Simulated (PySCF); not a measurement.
SbF4, SMILES [F][Sb+]([F])([F])[F], charge +1. Heavy atoms are numbered as in [Sb+:1]([F:2])([F:3])([F:4])[F:5].

The structure is a stationary point at B3LYP-D3(BJ)/def2-SVP. The multiplicity is an assumed one; other spin states were not compared. The isomer is the one that the SMILES or the coordinates give; other isomers of the formula were not compared. The def2 effective core potentials stand for the cores of Sb; spin–orbit coupling is left out.

Method: ωB97X/def2-TZVP (PySCF).

Atomic charges (e), one atom of each kind:

| atom | Löwdin | Mulliken |
|---|---|---|
| Sb1 | 1.35 | [?] |
| F2 | -0.09 | [?] |

Task: Some entries are withheld; supply them. (The exact figures need the calculation; the answer reports its results.)

Result: 
- Sb1, Mulliken: 1.96
- F2, Mulliken: -0.24
